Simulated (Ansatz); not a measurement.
CH₃Si, doublet, geometry from GFN2-xTB; Ansatz (a first-principles code) with SC-NEVPT2/cc-pVDZ, CASSCF(7,5).

The Ansatz input:
Ansatz 0.2 input:
```yaml
crystal:
  periodic: [false, false, false]
  atoms:
    - {symbol: C, position_ang: [-1.13003309, -0.01434988, -0.00837063]}
    - {symbol: Si, position_ang: [0.81254605, 0.01031823, 0.00601887]}
    - {symbol: H, position_ang: [-1.51805458, -0.63051020, -0.82150666]}
    - {symbol: H, position_ang: [-1.54368490, 0.98770862, -0.13555297]}
    - {symbol: H, position_ang: [-1.53370667, -0.41555432, 0.92301921]}
basis:
  gaussian:
    orbitals: cc-pVDZ
correlation: {method: sc_nevpt2, electrons: all, active_space: {window: {electrons: 7, orbitals: 5}}}
magnetization: {spin_polarized: false, initial_magnetization: 1}
```

Question: Write the output that Ansatz gives for this input, abridged.

Answer: 
```
Functional definition: HF
447 factors; integrals over basis functions are off by at most 9.4e-4 eV
mean field evaluation 1: about -8936.6570 eV, gradient 2.2e1 eV
mean field evaluation 2: about -8936.6884 eV, gradient 2.2e1 eV
mean field evaluation 4: about -8938.1349 eV, gradient 2.0e0 eV
mean field evaluation 8: about -8938.1585 eV, gradient 6.0e-4 eV
mean field evaluation 16: about -8938.1584 eV, gradient 4.1e-2 eV
mean field evaluation 32: about -8938.1585 eV, gradient 6.0e-5 eV
mean field evaluation 64: about -8938.1585 eV, gradient 1.9e-6 eV
mean field evaluation 96: about -8938.1585 eV, gradient 2.9e-3 eV
mean field -8938.15852928 eV, -328.4712674496 hartree, gradient 2.5e-6 eV, S^2 0.750000; 7 other end points of the search recorded, 0 dependent functions left out
reference -8938.15852928 eV, -328.4712674496 hartree; 12, 11 occupied and 35, 36 virtual orbitals, 447 factors
state -8938.63298988 eV, -328.4887035549 hartree
state -8938.63298988 eV, -328.4887035549 hartree; corrected -8944.04643969 eV, -328.6876441662 hartree
state -8938.58030947 eV, -328.4867675856 hartree
state -8938.58030947 eV, -328.4867675856 hartree; corrected -8943.99838881 eV, -328.6858783288 hartree
state -8938.63298988 eV, -328.4887035549 hartree; corrected -8944.04643969 eV, -328.6876441662 hartree
the orbitals are reached from a further start. From the first start the search ends at -8938.58029368 eV, -328.4867670055 hartree
WARN: 2 active orbitals are nearly empty or full. The corrections depend on them more than the energy does, and are more stable in an active space without them
Total energy: -8944.04643969 eV, -328.6876441662 hartree
```
